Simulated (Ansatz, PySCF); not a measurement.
This PySCF input computes a r2SCAN/def2-TZVPD energy:

```python
from pyscf import gto, scf, dft

mol = gto.M(
    atom='''
    B    -0.86361546    0.10170533   -0.54046449
    C    -1.31847279   -1.01285106    0.46480523
    O     0.31926433    0.70350593   -0.61946265
    C     1.45023090    0.44301926    0.23026250
    H    -1.23215201   -0.65400649    1.49773578
    H    -0.67397718   -1.89583839    0.37442394
    H    -2.34685855   -1.33330741    0.30796591
    H     1.69748248    1.36162783    0.76084241
    H     1.23933973   -0.35050191    0.94751622
    H     2.28957943    0.15444299   -0.40086714
    ''',
    basis='def2-tzvpd',
    charge=0,
    spin=1,
    verbose=4,
)

mf = dft.UKS(mol, xc='r2scan').density_fit(auxbasis='def2-universal-jkfit')
mf.grids.level = 4
mf.conv_tol = 1e-9
mf.max_cycle = 100
mf.max_memory = 1500
mf.kernel()
if not mf.converged:
    mf = mf.newton()
    mf.kernel(mf.make_rdm1())
for _ in range(2):
    mo, _, stable, _ = mf.stability(return_status=True)
    if stable:
        break
    mf.kernel(mf.make_rdm1(mo, mf.mo_occ))
mf.analyze()
```

Q: Write an input for the same energy in Ansatz (an electronic-structure program) and say what it gives.

A: 
Ansatz 0.2 input:
```yaml
crystal:
  periodic: [false, false, false]
  atoms:
    - {symbol: B, position_ang: [-0.86361546, 0.10170533, -0.54046449]}
    - {symbol: C, position_ang: [-1.31847279, -1.01285106, 0.46480523]}
    - {symbol: O, position_ang: [0.31926433, 0.70350593, -0.61946265]}
    - {symbol: C, position_ang: [1.45023090, 0.44301926, 0.23026250]}
    - {symbol: H, position_ang: [-1.23215201, -0.65400649, 1.49773578]}
    - {symbol: H, position_ang: [-0.67397718, -1.89583839, 0.37442394]}
    - {symbol: H, position_ang: [-2.34685855, -1.33330741, 0.30796591]}
    - {symbol: H, position_ang: [1.69748248, 1.36162783, 0.76084241]}
    - {symbol: H, position_ang: [1.23933973, -0.35050191, 0.94751622]}
    - {symbol: H, position_ang: [2.28957943, 0.15444299, -0.40086714]}
basis:
  gaussian:
    orbitals: def2-TZVPD
hamiltonian:
  xc: {name: r2SCAN}
magnetization: {spin_polarized: true, initial_magnetization: 1}
output: {forces: true}
```
It gives -179.82932 Eh, and PySCF -179.82941 Eh, a difference of 0.09 mEh, from the treatment of integrals and grids.

It need not be the lowest isomer of its formula.
